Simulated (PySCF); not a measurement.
Species: perfluoropropane, C₃F₈.
Bonds: F1–C2, C2–F3, C2–F4, C2–C5, C5–F6, C5–F7, C5–C8, C8–F9, C8–F10, C8–F11.

Torsions of this conformer, `[F:1][C:2]([F:3])([F:4])[C:5]([F:6])([F:7])[C:8]([F:9])([F:10])[F:11]`: F1–C2–C5–F6 179°, C2–C5–C8–F9 60°.

The closed-shell ground state was solved at several levels (PySCF, density fitting, gas phase, non-relativistic). Geometry: GFN2-xTB; no solvent, vibrations or thermal averaging.

```json
{"level": "CAM-B3LYP/def2-SVPD", "basis functions": "244", "HOMO (eV)": "-12.72", "LUMO (eV)": "1.13", "gap (eV)": "13.85", "dipole (D)": "0.05"}
{"level": "B3LYP/pcJ-1", "basis functions": "297", "HOMO (eV)": "-10.73", "LUMO (eV)": "0.68", "gap (eV)": "11.41", "dipole (D)": "0.01"}
```

(1) What might PBE0/pcSseg-1 (187 basis functions) give for the same quantities?

(2) Over all these levels, which gives the widest orbital gap and which the narrowest?

(3) How far do the dipole and the HOMO energy spread over the levels?

## Answers

(1) HOMO -10.98 eV, LUMO 0.96 eV, gap 11.94 eV, dipole 0.01 D.

(2) CAM-B3LYP/def2-SVPD (range-separated hybrid) has the widest, 13.85 eV, and B3LYP/pcJ-1 (global hybrid, 20 % exact exchange) the narrowest, 11.41 eV. Functional and basis both differ between the two, so the spread mixes both effects.

(3) The dipole runs from 0.01 to 0.05 D (mean 0.02 D) and the HOMO from -12.72 to -10.73 eV.
